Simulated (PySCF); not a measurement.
## Polarisability and C₆ of Mo+ (molybdenum, charge +1)

[Kr] 4d5, high-spin 6S determinant. All numbers are calculated (PySCF 2.14, scalar relativity through the core potential, in aug-cc-pVTZ-PP with one added diffuse shell each of s, p, d, f, g type with ECP28MDF (7s7p6d4f3g, 113 functions)). Coupled (time-dependent) response in atomic units; α is the mean over directions.

```csv
method,mean α (bohr³),C₆ (like pair),S(−4)
UHF,18.09,115.4,175.3
PBE,22.56,147.6,326.3
PBE0,20.76,134.7,256.7
```

S(−4) is the Cauchy moment in α(ω) = α(0) + S(−4) ω² + …

α(iu) at UHF:

| u (hartree) | α(iu) (bohr³) |
| --- | --- |
| 0 | 18.09 |
| 0.0500 | 17.67 |
| 0.100 | 16.59 |
| 0.200 | 13.82 |
| 0.300 | 11.44 |
| 0.500 | 8.280 |
| 0.750 | 5.956 |
| 1.00 | 4.510 |
| 1.50 | 2.839 |
| 2.00 | 1.934 |
| 3.00 | 1.042 |
| 5.00 | 0.4304 |

A single London oscillator, α(iu) = α/(1 + u²/ω²), gives C₆ = (3/4) ω α². Matching the computed C₆ needs ω = 4 × 115.4 / (3 × 18.09²) = 0.470 hartree.

For an ion, C₆ is the dispersion term alone; charge-induced terms of lower order in 1/R come first.

Energies and moments cover only the electrons outside the core potential.
